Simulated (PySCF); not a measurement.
Gas-phase reaction: SnH₂Cl₂ ⇌ SnH₂ + 2 Cl

Computed with PySCF (xtb for GFN2) and rigid-rotor harmonic-oscillator thermochemistry at 1 bar. † marks an energy on the PBE0/def2-TZVP geometry and frequencies; other levels use their own. MP2 and CCSD(T) freeze the core. Open shells (unrestricted): Cl (multiplicity 2); the rest are closed-shell singlets. GFN2 has no spin-polarisation term. Spin-orbit splitting is ignored; it lowers the true energy and changes the entropy of Cl. Sn: scalar-relativistic def2 core potential, no spin-orbit coupling. SnH₂Cl₂, SnH₂: computed as isolated molecules; such fragments, hydroxides, amides, oligomers or adducts are transient or little studied in the gas. MP2 isn't extrapolated to the basis-set limit. CCSD(T) isn't extrapolated to the basis-set limit.

```json
[
 {"level": "CCSD(T)/def2-TZVPP†", "ΔH°(298 K), kJ": "?"},
 {"level": "GFN2-xTB", "ΔH°(298 K), kJ": "514"},
 {"level": "M06-2X/def2-TZVP†", "ΔH°(298 K), kJ": "?"},
 {"level": "MP2/def2-TZVPP†", "ΔH°(298 K), kJ": "?"},
 {"level": "PBE/def2-SVP", "ΔH°(298 K), kJ": "?"},
 {"level": "PBE0/def2-SVP†", "ΔH°(298 K), kJ": "649"},
 {"level": "r2SCAN/def2-TZVP†", "ΔH°(298 K), kJ": "677"},
 {"level": "LDA/def2-TZVP†", "ΔH°(298 K), kJ": "768"},
 {"level": "ωB97X-V/def2-TZVP†", "ΔH°(298 K), kJ": "673"}
]
```

Problem. Fill in the missing entries.

Solution. 
- CCSD(T)/def2-TZVPP†, ΔH°(298 K), kJ: 640
- M06-2X/def2-TZVP†, ΔH°(298 K), kJ: 685
- MP2/def2-TZVPP†, ΔH°(298 K), kJ: 680
- PBE/def2-SVP, ΔH°(298 K), kJ: 658
